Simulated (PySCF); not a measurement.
Al(H)(Et)(OMe), SMILES [CH2]([AlH][O]C)C (C3H9AlO) (B3LYP/def2-SVP optimised geometry):

```
14

Al    -0.446     0.342     0.000
H     -1.352     1.650     0.000
C      1.516     0.342     0.000
C      2.208     1.713    -0.099
H      1.849    -0.319    -0.823
H      1.841    -0.184     0.919
H      1.918     2.382     0.728
H      1.949     2.238    -1.034
H      3.308     1.627    -0.073
O     -1.225    -1.174     0.009
C     -2.507    -1.726     0.023
H     -2.655    -2.348     0.926
H     -3.308    -0.960     0.011
H     -2.660    -2.382    -0.853
```

Calculation: B3LYP/def2-TZVP in PySCF.

Question: What are the frontier orbital energies and the dipole moment?

Answer: HOMO-2 -7.85 eV, HOMO-1 -7.75 eV, HOMO -7.27 eV, LUMO -0.77 eV, LUMO+1 0.20 eV; dipole moment 0.10 D.

Meta-Löwdin charges at B3LYP/def2-TZVP: Al1 0.86, H2 -0.17, C3 -0.49, C4 -0.31, H5 0.11, H6 0.11, H7 0.10, H8 0.10, H9 0.10, O10 -0.63, C11 -0.09, H12 0.10, H13 0.09, H14 0.10.
